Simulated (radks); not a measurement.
Task: The table gives one normalised radial function P(r) = r R(r) (large component) of Sn2+ in [Kr] 4d10 5s2 (r in bohr). All-electron calculation, Dirac Kohn-Sham, PBE, spin-unpolarised, spherical densities, finite nucleus; Fermi nuclear charge, rms radius 4.6519 fm. Program: a radial shooting solver on a logarithmic mesh with Libxc functionals.

| r | P |
|---|---|
| 0.001759 | 0.0000 |
| 0.002347 | 0.0000 |
| 0.003105 | 0.0000 |
| 0.004108 | 0.0001 |
| 0.005436 | 0.0002 |
| 0.007192 | 0.0005 |
| 0.009517 | 0.0011 |
| 0.01269 | 0.0024 |
| 0.01679 | 0.0051 |
| 0.02222 | 0.0108 |
| 0.0294 | 0.0223 |
| 0.0389 | 0.0442 |
| 0.05147 | 0.0839 |
| 0.06865 | 0.1527 |
| 0.09083 | 0.2531 |
| 0.1202 | 0.3798 |
| 0.159 | 0.4989 |
| 0.2104 | 0.5412 |
| 0.2784 | 0.4204 |
| 0.3713 | 0.0776 |
| 0.4913 | -0.4007 |
| 0.65 | -0.8373 |
| 0.8601 | -1.0329 |
| 1.138 | -0.9312 |
| 1.518 | -0.6421 |
| 2.008 | -0.3482 |
| 2.657 | -0.1418 |
| 3.516 | -0.0400 |
| 4.652 | -0.0070 |
| 6.155 | -0.0006 |

Which n and l does it have? It may be an empty orbital.

Result: n = 4, l = 2: the number of nodes gives n - l - 1 = 1, the rise at small r points to l (this Dirac orbital starts outside the nucleus as r^gamma with gamma = sqrt((l + 1)^2 - (Z/c)^2) = 2.98; the j = 5/2 orbital of l + 1 starts with the same power, but with a smaller coefficient, and then steepens), and the extent must fit the shell. The curve is that of 4d5/2; the two j differ most near the nucleus, where j = l - 1/2 has the larger amplitude, and in heavy atoms j = l - 1/2 is also the more compact. 4d5/2: eigenvalue -42.777 eV, 1 radial node at r = 0.390 bohr, <r> = 1.10 bohr, 90 % of the charge inside 1.70 bohr.
